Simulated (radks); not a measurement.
Q: These are the eigenvalues of the occupied orbitals of an atom or ion with whole-number occupations (Ry). All-electron calculation, scalar-relativistic Kohn-Sham, r2SCAN, spin-polarised, spherical densities, finite nucleus; meta-GGA in the generalised Kohn-Sham scheme; Fermi nuclear charge, rms radius of each element as measured or else 0.836 A^(1/3) + 0.57 fm. Program: a radial shooting solver on a logarithmic mesh with Libxc functionals.

orbital  eigenvalue
1s up     -3439.477
1s down   -3439.477
2s down   -566.8197
2s up     -566.8187
2p down   -505.7866
2p up     -505.7864
3s up     -127.9619
3s down   -127.8225
3p up     -108.7810
3p down   -108.6413
3d up     -82.79887
3d down   -82.68947
4s up     -28.94266
4s down   -28.59337
4p up     -22.57816
4p down   -22.22642
4d up     -13.60700
4d down   -13.25251
5s up      -6.56460
5s down    -6.40032
5p up      -4.87711
5p down    -4.75708
4f up      -3.91818

Which element is it, and in what charge state? The configuration may be excited. Open shells, if any, are filled with parallel spins first.

A: Z = 62, samarium, charge +4: Sm4+ in [Xe] 4f4. The list shows which subshells hold electrons but not how many an open one holds; the 1s level, -1719.7 hartree, gives Z - s = 58.6 by -(Z - s)^2/2, which with screening and relativity narrows Z to a few neighbours, and the depths of the outer levels then fix element, charge and occupations together.
